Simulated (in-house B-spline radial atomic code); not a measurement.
Successive ionisation energies of rhodium; each step leads to the configuration of the next row (after the last: [Ne] 3s2 3p4). NIST's values go from ground level to ground level; the uncertainty of those that are theory runs from under 0.1 % in few-electron ions to several per cent in heavy many-electron ones. Computed with an all-electron radial atomic-structure program (B-spline basis): non-relativistic Hartree-Fock, average of the configuration, point nuclei.

This level leaves out relativity, spin-orbit splitting included, which matters for heavy ions.

```
  ion      configuration  ionisation energy (eV)  tabulated value (eV)  computed minus tabulated (eV)  highest orbital  largest mean radius (bohr)
Rh12+  [Ar] 3d10 4s2 4p3                   276.0                   277                           -1.0               4p                     0.94779
Rh13+  [Ar] 3d10 4s2 4p2                   300.2                   306                           -5.8               4p                     0.93381
Rh14+  [Ar] 3d10 4s2 4p1                   325.0                331.58                           -6.6               4p                      0.9204
Rh15+      [Ar] 3d10 4s2                   378.5                 389.3                          -10.8               4s                     0.88386
Rh16+      [Ar] 3d10 4s1                   406.0                415.97                           -9.9               4s                     0.87246
Rh17+          [Ar] 3d10                   743.3                   739                            4.3               3d                      0.3961
Rh18+           [Ar] 3d9                   803.5                   794                            9.5               3d                     0.39266
Rh19+           [Ar] 3d8                   865.3                   857                            8.3               3d                     0.38923
Rh20+           [Ar] 3d7                   928.7                   921                            7.7               3d                     0.38583
Rh21+           [Ar] 3d6                   993.7                   984                            9.7               3d                     0.38244
Rh22+           [Ar] 3d5                  1060.3                  1061                           -0.7               3d                     0.37908
Rh23+           [Ar] 3d4                  1128.5                  1131                           -2.5               3d                     0.37574
Rh24+           [Ar] 3d3                  1198.2                  1202                           -3.8               3d                     0.37244
Rh25+           [Ar] 3d2                  1269.5                  1274                           -4.5               3d                     0.36917
Rh26+           [Ar] 3d1                  1342.3                  1344                           -1.7               3d                     0.36594
Rh27+       [Ne] 3s2 3p6                  1539.9                  1544                           -4.1               3p                     0.36274
Rh28+       [Ne] 3s2 3p5                  1605.4                1604.9                            0.5               3p                      0.3603
```

Q: Where is the largest jump?

A: From Rh16+ to Rh17+, by a factor of 1.83 (406.02 to 743.31 eV); the highest orbital goes from 4s to 3d.

Q: How far is this level of theory from the measured and semi-empirical values?

A: Over those 4 rows the differences run from -9.95 to +0.522 eV (mean absolute value 5.3 eV). The calculation leaves out relativity, correlation and, in open shells, the multiplet splittings that an average leaves out.
